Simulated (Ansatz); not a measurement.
`C[Si](Cl)(Cl)[GeH3]` + H₂ → `C[SiH](Cl)Cl` + GeH₄  (hydrogenolysis of the Si–Ge bond)

Isolated molecules relaxed with PBE0-D4/def2-TZVP in Ansatz; ΔE leaves out vibrations. CCSD(T)/CBS is the MP2 limit (def2-TZVPP, def2-QZVPP) plus CCSD(T) − MP2 in def2-TZVPP, frozen cores. This one scheme is used for every species. Functionals use def2-TZVPP. For Ge outer-core shells are correlated without core-valence functions, which leaves a few kJ/mol of doubt a bond. Scalar relativity is left out up to krypton.

`C[Si](Cl)(Cl)[GeH3]`:

Z-matrix (Å, degrees):
```
C
Si 1 1.854
H 1 1.092 2 110.2
H 1 1.092 2 110.2 3 -120.1
H 1 1.092 2 110.1 3 119.9
Cl 2 2.060 1 108.6 3 -178.3
Cl 2 2.060 1 108.6 3 -61.3
Ge 2 2.377 1 115.2 3 60.2
H 8 1.537 2 109.8 1 60.0
H 8 1.537 2 109.8 1 -59.6
H 8 1.534 2 109.7 1 -179.8
```

H₂:

Cartesian coordinates in Å:
```
H 0.274 -0.137 0.212
H -0.274 0.137 -0.212
```

`C[SiH](Cl)Cl`:

Z-matrix (Å, degrees):
```
C
Si 1 1.847
H 1 1.093 2 110.1
H 1 1.093 2 110.1 3 120.0
H 1 1.092 2 110.4 3 -120.0
Cl 2 2.049 1 109.8 3 179.8
Cl 2 2.049 1 109.8 3 60.2
H 2 1.477 1 113.5 3 -60.0
```

GeH₄:

Cartesian coordinates in Å:
```
Ge 0.000 0.000 0.000
H 1.465 -0.160 0.426
H -0.381 1.486 0.025
H -0.902 -0.775 0.969
H -0.183 -0.551 -1.420
```

```csv
level,ΔE (kJ/mol)
revPBE-D4,9.3
ωB97X-V,-9.5
```

What does CCSD(T)/CBS give? (Estimate.)

The calculation gave: -3.8 kJ/mol. The listed levels differ from it by 13.1, -5.7 kJ/mol.

Largest T1 diagnostic among the species: 0.012.

At CCSD(T), def2-SVP lies −17.7 kJ/mol from the extrapolated value and def2-TZVPP −4.4 kJ/mol. Leaving LDA and LC-ωPBE aside and taking each functional with its dispersion term where it has one, the values, not all of them listed here, spread over 22.8 kJ/mol, from B2PLYP to revPBE-D4.

CCSD(T)/CBS has its own doubt, a few kJ/mol and more with outer-core shells, so smaller differences from it don't rank the levels.
